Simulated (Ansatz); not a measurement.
**Four-centre ligand exchange**

Start structure (BH$_{3}$BrO$_{2}$F, closed shell), relaxed at PBE0-D4/def2-TZVP:

```xyz
8
angstrom
B 0.1777 0.1353 -0.8112
F 0.5974 1.0881 0.0365
O 0.4491 0.3215 -2.1214
O -0.4852 -0.9547 -0.3574
H 0.1998 0.8747 2.2557
Br -0.4463 -0.1029 3.0674
H 0.1211 -0.3961 -2.6680
H -0.6137 -0.9658 0.5983
```

The step: BH₂O₂F ([OH][B]([OH])[F]) + HBr → BH₂BrO₂ ([OH][B]([OH])[Br]) + HF; bonds formed: B1–Br6, F2–H5; bonds broken: B1–F2, H5–Br6. Computed with Ansatz 0.2.0 (basis: def2-TZVPP and def2-QZVPP); correlated methods freeze the cores. Filled d shells of the heavier atoms are correlated. The def2 sets are not built for correlating such inner shells, so the correlated values are less sure here. Extrapolation: Hartree–Fock as exp(−7.88 √X), correlation as X^−2.97. Energies below are by CCSD(T) at an estimated basis limit (MP2 extrapolated from triple and quadruple zeta, plus CCSD(T) − MP2 in triple zeta).

(1) What are the electronic barrier and the energy of the step, from the start structure to the end structure? (To be estimated.)

No T1 diagnostic of these runs exceeds 0.011.

Answers

(1) The calculation gives: Barrier 38.55 kcal/mol; step energy 11.62 kcal/mol (uphill); reverse barrier, their difference, 26.93 kcal/mol. Barrier and step energy count from the start structure, the reverse barrier from the end structure.

The saddle point: One imaginary mode of 472i cm⁻¹.
```tsv
pair	start (Å)	saddle (Å)	end (Å)
B1–Br6	3.94	2.32	1.96
F2–H5	2.26	1.06	0.94
B1–F2	1.34	1.61	3.33
H5–Br6	1.43	1.82	2.31
```

Zero-point energy (harmonic, PBE0-D4): ZPE is 27.97 kcal/mol at the start and 27.27 kcal/mol at the saddle, so the barrier goes from 38.55 to 37.85 kcal/mol.

Labels in which every atom is bracketed show which atoms are joined, not bond orders.

For scale, one of the runs: CCSD(T)/def2-TZVPP, 214 basis functions, launched by `ansatz run in.yaml --threads 8 --pin off --events-out ev --progress --plain --max-ram 19148MiB`. The run took 93 s on 8 CPU threads of an Arm Neoverse V1 (shared host), with 3.5 GiB of host memory at its peak.
